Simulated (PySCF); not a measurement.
# Isotropic susceptibility

Theory: GIAO PBE0/pcSseg-1 magnetisability, rotational g tensor and spin-rotation constants, non-relativistic, gas phase (PySCF). Geometry: GFN2-xTB.

Each molecule in one low-energy conformer.

(1) Which molecule gives χ, cgs (10⁻⁶ cm³/mol) = -75.1; magnetisability anisotropy (10⁻³⁰ J/T²) = 109?
A. CC1=CO[SiH2]C(=O)OC1
B. COc1csc(C(C)=O)n1
C. O[SiH2]OCc1ccco1
D. O=C1C[C@]2(CO[SiH2]C2)O1

Results:

(1) D.

All values:
```
                     molecule  χ, cgs (10⁻⁶ cm³/mol)  magnetisability anisotropy (10⁻³⁰ J/T²)
     O=C1C[C@]2(CO[SiH2]C2)O1                  -75.1                                      109
         CC1=CO[SiH2]C(=O)OC1                  -69.5                                      134
             O[SiH2]OCc1ccco1                  -80.4                                      651
            COc1csc(C(C)=O)n1                  -86.3                                      881
         CC#C[Si@@](O)(C=O)OC                  -72.8                                      405
C=C[C@@H]1Cc2ccccc2[C@H](C)C1                 -123.8                                      902
```
